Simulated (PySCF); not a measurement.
C₃H₈GeSi, SMILES [SiH3][GeH2][CH2]C#C.

Coordinates come from a r2SCAN-D4/def2-SVP optimisation. The structure was generated by enumeration, and PubChem lists no compound with its InChIKey, so it may never have been made. The values are those of a single conformer.

Computed with r2SCAN-D4/def2-SVP run with PySCF.

Frequencies are harmonic and unscaled.

Computed normal modes with their intensities:
```json
[
 {"mode": "1", "ν (cm⁻¹)": "38", "IR (km/mol)": "0.2", "moving atoms (share of kinetic energy)": "C 38 %, H 28 %, Si 28 %"},
 {"mode": "2", "ν (cm⁻¹)": "91", "IR (km/mol)": "0.1", "moving atoms (share of kinetic energy)": "H 45 %, C 39 %, Ge 9 %"},
 {"mode": "3", "ν (cm⁻¹)": "100", "IR (km/mol)": "0.0", "moving atoms (share of kinetic energy)": "H 71 %, C 20 %, Si 8 %"},
 {"mode": "4", "ν (cm⁻¹)": "149", "IR (km/mol)": "0.9", "moving atoms (share of kinetic energy)": "C 49 %, Ge 23 %, H 20 %"},
 {"mode": "5", "ν (cm⁻¹)": "334", "IR (km/mol)": "4.2", "moving atoms (share of kinetic energy)": "H 64 %, C 34 %"},
 {"mode": "6", "ν (cm⁻¹)": "349", "IR (km/mol)": "12.3", "moving atoms (share of kinetic energy)": "H 47 %, C 29 %, Si 16 %, Ge 8 %"},
 {"mode": "7", "ν (cm⁻¹)": "356", "IR (km/mol)": "5.2", "moving atoms (share of kinetic energy)": "Si 47 %, H 23 %, Ge 20 %, C 11 %"},
 {"mode": "8", "ν (cm⁻¹)": "411", "IR (km/mol)": "25.5", "moving atoms (share of kinetic energy)": "C 74 %, H 13 %, Ge 12 %"},
 {"mode": "9", "ν (cm⁻¹)": "488", "IR (km/mol)": "14.4", "moving atoms (share of kinetic energy)": "H 90 %"},
 {"mode": "10", "ν (cm⁻¹)": "503", "IR (km/mol)": "2.4", "moving atoms (share of kinetic energy)": "H 76 %, C 10 %, Ge 8 %"},
 {"mode": "11", "ν (cm⁻¹)": "606", "IR (km/mol)": "12.1", "moving atoms (share of kinetic energy)": "H 50 %, C 42 %"},
 {"mode": "12", "ν (cm⁻¹)": "630", "IR (km/mol)": "24.4", "moving atoms (share of kinetic energy)": "H 82 %, C 16 %"},
 {"mode": "13", "ν (cm⁻¹)": "652", "IR (km/mol)": "21.8", "moving atoms (share of kinetic energy)": "H 78 %, C 19 %"},
 {"mode": "14", "ν (cm⁻¹)": "668", "IR (km/mol)": "49.9", "moving atoms (share of kinetic energy)": "H 81 %, C 19 %"},
 {"mode": "15", "ν (cm⁻¹)": "699", "IR (km/mol)": "97.4", "moving atoms (share of kinetic energy)": "H 77 %, C 18 %"},
 {"mode": "16", "ν (cm⁻¹)": "792", "IR (km/mol)": "122.4", "moving atoms (share of kinetic energy)": "H 72 %, C 25 %"},
 {"mode": "17", "ν (cm⁻¹)": "856", "IR (km/mol)": "144.4", "moving atoms (share of kinetic energy)": "H 92 %"},
 {"mode": "18", "ν (cm⁻¹)": "877", "IR (km/mol)": "40.9", "moving atoms (share of kinetic energy)": "H 95 %"},
 {"mode": "19", "ν (cm⁻¹)": "934", "IR (km/mol)": "44.3", "moving atoms (share of kinetic energy)": "H 98 %"},
 {"mode": "20", "ν (cm⁻¹)": "937", "IR (km/mol)": "35.3", "moving atoms (share of kinetic energy)": "H 98 %"},
 {"mode": "21", "ν (cm⁻¹)": "987", "IR (km/mol)": "1.3", "moving atoms (share of kinetic energy)": "C 70 %, H 30 %"},
 {"mode": "22", "ν (cm⁻¹)": "1138", "IR (km/mol)": "4.1", "moving atoms (share of kinetic energy)": "H 85 %, C 15 %"},
 {"mode": "23", "ν (cm⁻¹)": "1145", "IR (km/mol)": "1.9", "moving atoms (share of kinetic energy)": "H 66 %, C 34 %"},
 {"mode": "24", "ν (cm⁻¹)": "1412", "IR (km/mol)": "6.8", "moving atoms (share of kinetic energy)": "H 90 %, C 10 %"},
 {"mode": "25", "ν (cm⁻¹)": "2121", "IR (km/mol)": "134.9", "moving atoms (share of kinetic energy)": "H 99 %"},
 {"mode": "26", "ν (cm⁻¹)": "2141", "IR (km/mol)": "94.4", "moving atoms (share of kinetic energy)": "H 98 %"},
 {"mode": "27", "ν (cm⁻¹)": "2202", "IR (km/mol)": "16.9", "moving atoms (share of kinetic energy)": "C 90 %, H 10 %"},
 {"mode": "28", "ν (cm⁻¹)": "2213", "IR (km/mol)": "64.1", "moving atoms (share of kinetic energy)": "H 98 %"},
 {"mode": "29", "ν (cm⁻¹)": "2223", "IR (km/mol)": "95.0", "moving atoms (share of kinetic energy)": "H 96 %"},
 {"mode": "30", "ν (cm⁻¹)": "2237", "IR (km/mol)": "76.5", "moving atoms (share of kinetic energy)": "H 96 %"},
 {"mode": "31", "ν (cm⁻¹)": "3043", "IR (km/mol)": "4.7", "moving atoms (share of kinetic energy)": "H 95 %"},
 {"mode": "32", "ν (cm⁻¹)": "3104", "IR (km/mol)": "0.1", "moving atoms (share of kinetic energy)": "H 90 %, C 10 %"},
 {"mode": "33", "ν (cm⁻¹)": "3478", "IR (km/mol)": "82.9", "moving atoms (share of kinetic energy)": "H 86 %, C 14 %"}
]
```
